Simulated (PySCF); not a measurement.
# Radial density of Sc⁺ (scandium, charge +1)

wB97X, [Ar] 3d2, high-spin 3F determinant (an excited configuration). Calculation: PySCF 2.14, in dyall-av2z (16s12p7d2f, 101 functions); the non-relativistic Hamiltonian (point nucleus).

```
r (bohr)  4πr²ρ (e/bohr)  4πr²(ρα − ρβ)
 0.00149          0.1615         0.0000
 0.00250          0.4384         0.0000
 0.00421           1.154         0.0000
 0.00708           2.895        -0.0001
  0.0119           6.686        -0.0002
  0.0200           13.48        -0.0005
  0.0337           21.67        -0.0008
  0.0567           24.50        -0.0014
  0.0953           19.23        -0.0030
   0.160           21.11        -0.0005
   0.270           25.57         0.0592
   0.454           11.07         0.3060
   0.763           8.082         0.7650
    1.28           6.967         0.9590
    2.16           1.399         0.5735
    3.63          0.1604         0.1501
    6.11         0.01293         0.0129
    10.3       1.313e-05         0.0000
```

(1) Where is the radial spin density 4πr²(ρα − ρβ) most negative, and why is it negative at all?

## Answers

(1) Around r = 0.0953 bohr, down to -0.0030 e/bohr: exchange with the open shell polarises the paired shells in an unrestricted calculation.
